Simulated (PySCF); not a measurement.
**Carbon: a sound run and one with changed settings**

Sound run: C⁺ [He] 2s2 2p1, C²⁺ [He] 2s2. All numbers are calculated (PySCF 2.14, no relativity, point nucleus, in 6-31G*). In the sound run the correlated levels freeze 1s2. The sound run starts from symmetry-adapted Hartree-Fock orbitals and uses a fine grid where one is needed.

Changed run: a valence shell is frozen. This setting is unsound on purpose.

Ionisation energy of C⁺:

```
 method  sound run (eV)  changed run (eV)
    UHF          24.203            24.203
    MP2          24.265            24.203
SCS-MP2          24.219            24.203
   CCSD          24.063            24.203
CCSD(T)          24.083            24.203
  CCSDT             n/a            24.203
    FCI             n/a            24.203
```

Freezing a valence shell removes pair correlation that changes on ionisation.

For comparison, NIST gives 24.383 eV between the lowest levels.
